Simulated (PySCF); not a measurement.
Molecule: SMILES C1(C2CC2)[SiH2]C[SiH2]1, C5H12Si2.

Geometry (Å), atoms numbered from 1 in this order:
```xyz
19

C    -2.3982   -0.1630   -0.6517
Si   -1.0882    1.2183   -0.4215
C    -0.2013    0.0434    0.8231
C     1.2787   -0.2073    0.7294
C     2.2213    0.8480    0.2341
C     1.9515   -0.3703   -0.5977
Si   -1.3818   -1.4183    0.3790
H    -2.5931   -0.4539   -1.6799
H    -3.3624    0.0789   -0.2125
H    -0.3764    1.5374   -1.6613
H    -1.5681    2.4700    0.1725
H    -0.4077    0.3881    1.8420
H     1.6560   -0.8410    1.5276
H     3.1894    0.9467    0.7031
H     1.7980    1.7861   -0.0930
H     2.7355   -1.1066   -0.6964
H     1.3526   -0.2534   -1.4877
H    -0.7328   -2.4561   -0.4238
H    -2.0830   -2.0378    1.5074
```

Frames of a GFN2-xTB Langevin trajectory at 300 K; GIAO PBE0/pcSseg-1 shieldings in PySCF 2.14.0 with density-fitted response routines, gas phase, non-relativistic; equivalent atoms averaged within each frame.

References, each an isolated molecule treated in the same way: TMS for 13C (σref 186.93) and 29Si (σref 349.16) and 1H (σref 31.72). The references are static minima.

**Question.** How do the shifts (ppm) fluctuate along the trajectory?

**Answer.** 
| time (fs) | C3 | C4 | C5/C6 | C1 | Si2/Si7 | H10/H18 | H11/H19 | H12 | H15/H17 | H8 |
| --- | --- | --- | --- | --- | --- | --- | --- | --- | --- | --- |
| 250 | 27.4 | 9.8 | 9.4 | -4.3 | -33.5 | 5.18 | 5.01 | 2.41 | 0.78 | 0.49 |
| 425 | 28.1 | 14.9 | 9.4 | -9.0 | -42.3 | 4.80 | 4.99 | 2.34 | -0.19 | 1.14 |
| 625 | 20.3 | 13.9 | 7.8 | -8.1 | -39.0 | 5.15 | 5.36 | 2.45 | -0.24 | 0.46 |
| 800 | 18.5 | 8.9 | 8.2 | -17.3 | -38.9 | 4.50 | 4.84 | 3.01 | 0.18 | -0.45 |
| 1000 | 32.3 | 13.1 | 7.9 | -6.8 | -42.3 | 5.29 | 5.19 | 2.80 | -0.37 | 1.16 |
| mean of frames | 25.3 | 12.1 | 8.5 | -9.1 | -39.2 | 4.98 | 5.08 | 2.60 | 0.03 | 0.56 |
| standard deviation | 5.8 | 2.6 | 0.8 | 4.9 | 3.6 | 0.33 | 0.20 | 0.29 | 0.46 | 0.66 |

5 frames give an uncertainty of the mean of about the standard deviation over 2.2 at best, since frames this close in time may not be independent; classical motion lacks zero-point vibration, and the reference would need the same averaging.
